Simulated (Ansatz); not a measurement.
One change: `OB(F)[NH][AlH2]` becomes `NB(O)F`.

Ansatz, PBE0-D4/def2-TZVP geometries, multiplicity 1. Each molecule was computed in one conformer, which needn't be the lowest.

```csv
property,`OB(F)[NH][AlH2]`
HOMO energy (PBE/def2-TZVPP) / eV,-6.92
LUMO energy (PBE/def2-TZVPP) / eV,-1.85
HOMO–LUMO gap (B3LYP/def2-TZVPP) / eV,6.74
LUMO energy (ωB97M-V/def2-TZVPP) / eV,0.52
zero-point energy (PBE0-D4/def2-TZVP) / kJ/mol,138.5
LUMO energy (PBE0/def2-TZVPP) / eV,-1.09
```

**Question.** What does the change do to each property? (Best estimate.)

**Answer.** The calculation gave: 
```json
{"property": "HOMO energy (PBE/def2-TZVPP) / eV", "`NB(O)F`": "-6.59", "shift": "0.33"}
{"property": "LUMO energy (PBE/def2-TZVPP) / eV", "`NB(O)F`": "-0.42", "shift": "1.43"}
{"property": "HOMO–LUMO gap (B3LYP/def2-TZVPP) / eV", "`NB(O)F`": "7.88", "shift": "1.14"}
{"property": "LUMO energy (ωB97M-V/def2-TZVPP) / eV", "`NB(O)F`": "1.72", "shift": "1.20"}
{"property": "zero-point energy (PBE0-D4/def2-TZVP) / kJ/mol", "`NB(O)F`": "128.2", "shift": "-10.3"}
{"property": "LUMO energy (PBE0/def2-TZVPP) / eV", "`NB(O)F`": "0.40", "shift": "1.49"}
```

With PBE0 the HOMO rises by 0.19 eV and the LUMO rises by 1.49 eV, so the gap widens by about 1.30 eV. PBE moves the HOMO by 0.33 eV and ωB97M-V by 0.13 eV. The zero-point energy changes by -10.3 kJ/mol with -6 modes.

B3LYP here is the variant with VWN-RPA as its local correlation; programs differ in this.
